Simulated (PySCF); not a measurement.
GeH₅NZn, SMILES [NH2][Zn][GeH3]. Atoms are numbered in the order given.

```xyz
8

Zn    -0.0522     0.7658    -0.5034
N      0.0177     2.3252    -1.4663
H     -0.5470     3.1156    -1.1578
H     -0.0582     2.2762    -2.4816
Ge     0.0561    -1.2329     0.8011
H      1.0217    -2.2807     0.1940
H      0.5489    -0.9728     2.2460
H     -1.3179    -1.9348     0.9311
```
Charge 0, spin multiplicity 1.

Geometry optimised at B3LYP-D3(BJ)/def2-SVP. The structure was generated by enumeration; whether it is a known compound was not checked. The values are those of a single conformer.

Computed with PBE/def2-TZVPD (PySCF).

Mulliken values depend strongly on the basis, most of all with diffuse functions as here. ESP charges are fitted to the potential on shells at 1.4 to 2.0 van der Waals radii. Atomic charges (e):

```tsv
atom	ESP fit	meta-Löwdin	Mulliken
Zn1	[?]	1.00	-0.24
N2	-0.94	-0.99	-0.41
H3	[?]	0.21	0.20
H4	[?]	0.21	0.20
Ge5	[?]	-0.32	0.15
H6	0.05	-0.03	0.04
H7	0.05	-0.03	0.04
H8	0.02	-0.03	0.04
```

### Question
What belongs in the gaps? (The exact figures need the calculation; the answer reports its results.)

### Answer

- Zn1, ESP fit: 0.63
- H3, ESP fit: 0.29
- H4, ESP fit: 0.29
- Ge5, ESP fit: -0.40
